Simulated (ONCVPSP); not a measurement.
# Potentials for bismuth compared

Generated with ld1.x 7.5 (TM, RRKJ, ultrasoft, PAW), atompaw 4.2 or ONCVPSP 4.0.1. The cutoff is in Ry: for ld1.x and atompaw files where the sum of valence levels is converged to 10 mRy in a Bessel basis, for ONCV files where the hardest occupied wave has 1 mHa per electron of residual kinetic energy. The error is the largest all-electron minus pseudo excitation energy over each file’s own four to seven test configurations (ionisations up to +4, promotions, holes and added fractions of an electron), all of which were solved. The labels leave out finer settings (local radius, basis sizes, second energies), which also bear on the numbers. Spin-polarised tests are not counted. The rows are a selection from randomly drawn settings: files with unsolved tests, undetermined cutoffs or missed reference levels are left out.

A true bound ghost makes a file unfit for plane-wave use even where its test errors are small: the radial tests pick states by their node count and pass the ghost by.

```tsv
potential	cutoff (Ry)	largest error (meV)	bound ghosts
ONCV, PBE, fully relativistic, rc 1.90/1.90 (sp), local s, core correction yes, reference 6s2 6p1.5, qcut 2.8/3.9, projectors 0/2	98	+87	p3/2
ONCV, PBE, scalar-relativistic, rc 1.30/1.70/1.70 (spd), local smoothed, core correction yes, reference 5s2 5p6 5d10 6s2 6p3, qcut 10/6.4/9.9, projectors 2/2/2	75	-227	none
ONCV, LDA (Perdew-Zunger), scalar-relativistic, rc 1.95/2.30 (sp), local smoothed, core correction yes, reference 6s2 6p3, qcut 2.7/2.8, projectors 3/2	47	-255	s
ONCV, PBE, scalar-relativistic, rc 1.30/1.85/1.15 (spd), local smoothed, core correction yes, reference 5s2 5p6 5d10 6s2 6p3, qcut 7.6/6.9/8.8, projectors 2/2/2	52	-24	none
ONCV, PBE, fully relativistic, rc 1.10/1.25/1.30 (spd), local smoothed, core correction yes, reference 5s2 5p6 5d10 6s2 6p3, qcut 8.9/11.2/6.5, projectors 2/2/2	103	-26	none
ONCV, PBE, scalar-relativistic, rc 1.70/2.05 (sp), local smoothed, core correction yes, reference 6s2 6p3, qcut 3.3/3.6, projectors 2/2	136	-2427	s, p
```

**Question.** Fill in the row for Bi: ONCV, PBE, non-relativistic, rc 1.75/1.95/1.90/1.90 (spdf), local smoothed, core correction yes, reference 5s2 5p6 5d10 6s2 6p3, qcut 6.4/8.8/9.5/6, projectors 2/2/1/2.

**Answer.** cutoff 55 Ry, largest error -125 meV, bound ghosts: f.

**Question.** Fill in the row for Bi: ONCV, PBE, scalar-relativistic, rc 2.24/2.24/1.70/1.94 (spdf), local smoothed, core correction no, reference 5d10 6s2 6p2, qcut 3.1/5.2/9.3/6.5, projectors 2/2/2/2.

**Answer.** cutoff 56 Ry, largest error -199 meV, bound ghosts: s.
